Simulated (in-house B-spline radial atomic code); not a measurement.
Inner levels of argon as electrons are removed. A shift is the extra binding of the orbital against the neutral atom ([Ne] 3s2 3p6). The density at the nucleus is averaged over the nuclear charge. Computed with a B-spline radial code for spherical atoms: Dirac-Hartree-Fock, jj configuration that fills j = l - 1/2 first, finite nuclei.

A number in brackets counts the electrons of a j subshell.

```csv
ion,configuration,shift of 1s1/2 (eV),radius of 1s1/2 (bohr),Σ<r²> (bohr²),change of density at nucleus (bohr⁻³)
Ar10+,[He] 2s2 2p1/2(2) 2p3/2(2),332.33,0.085363,0.96723,14.978
Ar11+,[He] 2s2 2p1/2(2) 2p3/2(1),?,?,?,?
Ar12+,[He] 2s2 2p1/2(2),508.17,0.085088,0.6111,59.351
Ar13+,[He] 2s2 2p1/2(1),602.98,0.084925,0.46071,83.402
Ar14+,[He] 2s2,?,?,?,?
Ar15+,[He] 2s1,790.98,0.084725,0.16744,-87.19
Ar16+,1s2,882.32,0.084632,0.019179,-299.4
Ar17+,1s1,1185.82,0.082852,0.0091659,-2223.76
```

(1) Fill in the row of Ar11+.

(2) Fill in the row of Ar14+.

Answers

(1) shift of 1s1/2 (eV): 418.05; radius of 1s1/2 (bohr): 0.085233; Σ<r²> (bohr²): 0.779; change of density at nucleus (bohr⁻³): 36.449.

(2) shift of 1s1/2 (eV): 702.32; radius of 1s1/2 (bohr): 0.084745; Σ<r²> (bohr²): 0.32631; change of density at nucleus (bohr⁻³): 108.93.
